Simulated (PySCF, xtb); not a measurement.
trans-(1R,2R)-1-chloro-2-methylcyclopropane (C₄H₇Cl), SMILES C[C@@H]1C[C@H]1Cl.

The structure is a stationary point at TPSSh-D3(BJ)/def2-SVP.

Calculation: IEF-PCM-B3LYP/def2-SVP (PySCF).

The values are the electrostatic part of the solvation free energy, E(continuum) − E(gas) at the gas-phase geometry, in a cavity of scaled van der Waals radii (PySCF's table); cavitation and dispersion terms are not included. In vacuum the orbital gap is 8.20 eV. The dipole moment in vacuum is 1.87 D.

| solvent | ε | ΔG(elec) (kcal/mol) | dipole (D) | gap (eV) |
|---|---|---|---|---|
| water | 78.36 | -2.3 | 2.39 | 8.30 |
| acetonitrile | 35.69 | -2.2 | 2.38 | 8.30 |
| dimethylsulfoxide | 46.83 | -2.2 | 2.39 | 8.30 |

For comparison, GFN2-xTB/ALPB(water) (xtb, at the GFN2-xTB geometry, all terms of that model) gives -1.8 kcal/mol.
